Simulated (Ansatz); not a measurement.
Reactions of ClFH4OSi2, SMILES `O[SiH2][SiH](F)Cl`.

Calculated with Ansatz (gas phase, PBE0-D4/def2-TZVP geometries, no zero-point term in ΔE). CCSD(T)/CBS adds triple-zeta CCSD(T) − MP2 to the extrapolated MP2 energy (def2 sets, frozen cores). This one scheme is used for every species. Functionals use def2-TZVPP. def2 core potentials past Kr. For Ge, I outer-core shells are correlated without core-valence functions, which leaves a few kJ/mol of doubt a bond. Scalar relativity is left out up to krypton. Each species was taken in one conformer, which may not be the lowest.

```
                                                             reaction  ωB97M-V (eV)  CCSD/CBS(def2) (eV)  r2SCAN-D4 (eV)  CCSD(T)/CBS(def2) (eV)
                  `O[SiH2][SiH](F)Cl` + H₂ → `F[SiH]([SiH3])Cl` + H₂O          0.61                 0.56            0.64                    0.58
            `O[SiH2][SiH](F)Cl` + SiH₄ → `F[SiH]([SiH3])Cl` + silanol         -0.04                -0.06           -0.04                   -0.05
                   `O[SiH2][SiH](F)Cl` + H₂ → `O[SiH2][SiH2]Cl` + H–F          1.21                 1.15            1.26                    1.16
                            `O[SiH2][SiH](F)Cl` → `F[Si]Cl` + silanol          1.22                 1.37            1.54                    1.38
   `O[SiH2][SiH](F)Cl` + `C[SiH2]N` → `C[SiH2]N[SiH2]O` + `F[SiH2]Cl`         -0.99                -0.99           -0.90                   -0.98
          `O[SiH2][SiH](F)Cl` + SiH₄ → `F[SiH](Cl)[SiH2][SiH3]` + H₂O          0.79                 0.74            0.70                    0.70
                   `O[SiH2][SiH](F)Cl` + HI → `F[SiH](Cl)I` + silanol         -0.98                -1.00           -0.94                   -1.00
                `O[SiH2][SiH](F)Cl` + H₂S → `O[SiH2][SiH](S)Cl` + H–F          0.74                 0.73            0.71                    0.68
`O[SiH2][SiH](F)Cl` + `[Cl][GeH3]` → `F[SiH](Cl)[GeH2][Cl]` + silanol         -0.17                -0.17           -0.14                   -0.17
               `O[SiH2][SiH](F)Cl` + HCl → `O[SiH2][SiH](Cl)Cl` + H–F          0.38                 0.37            0.38                    0.34
```

Largest T1 diagnostic: 0.014, for `F[Si]Cl`.
